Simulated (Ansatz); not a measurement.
HCl3Ge (SMILES [Cl][GeH]([Cl])[Cl]), singlet, geometry from GFN2-xTB, atoms displaced at random by about 0.03 Å a coordinate; B3LYP/6-31G, gradient in Ansatz (an electronic-structure program).

The Ansatz input:
Ansatz 0.2 input:
```yaml
crystal:
  periodic: [false, false, false]
  atoms:
    - {symbol: Ge, position_ang: [-0.04808512, -0.01792932, 0.41117370]}
    - {symbol: Cl, position_ang: [-0.24423291, 1.96962182, -0.28552666]}
    - {symbol: Cl, position_ang: [1.86440917, -0.79927452, -0.18833753]}
    - {symbol: Cl, position_ang: [-1.60332080, -1.18621950, -0.40326862]}
    - {symbol: H, position_ang: [-0.14955186, -0.03254596, 1.89808965]}
basis:
  gaussian:
    orbitals: 6-31G
hamiltonian:
  xc: b3lyp
output: {forces: true}
```

**Question.** Predict the main parts of the log of this Ansatz run.

**Answer.** 
```
Functional definition: B3LYP
710 factors; integrals over basis functions are off by at most 4.6e-4 eV
mean field evaluation 1: about -94093.5980 eV, gradient 2.4e1 eV
mean field evaluation 2: about -94092.7234 eV, gradient 3.3e1 eV
mean field evaluation 4: about -94095.2027 eV, gradient 3.2e-1 eV
mean field evaluation 8: about -94095.2279 eV, gradient 9.2e-3 eV
mean field -94095.22791002 eV, -3457.9358456571 hartree, gradient 7.7e-6 eV, S^2 0.000000; 0 other end points of the search recorded, 0 dependent functions left out
the calculation of the forces begins
reference -94095.22815949 eV, -3457.9358548247 hartree; 42, 42 occupied and 28, 28 virtual orbitals, 710 factors
Total energy: -94095.22815949 eV, -3457.9358548247 hartree
Atom 0 at    -0.048085    -0.017929     0.411174 Å, force     0.563150    -0.165373     1.289295 eV/Å
Atom 1 at    -0.244233     1.969622    -0.285527 Å, force    -0.162111     1.979747    -0.711099 eV/Å
Atom 2 at     1.864409    -0.799275    -0.188338 Å, force     1.212020    -0.516703    -0.402634 eV/Å
Atom 3 at    -1.603321    -1.186219    -0.403269 Å, force    -1.605533    -1.273566    -0.891123 eV/Å
Atom 4 at    -0.149552    -0.032546     1.898090 Å, force    -0.007527    -0.024105     0.715560 eV/Å
Dipole moment:    -0.055335    -0.005126     0.431938 e Å
```
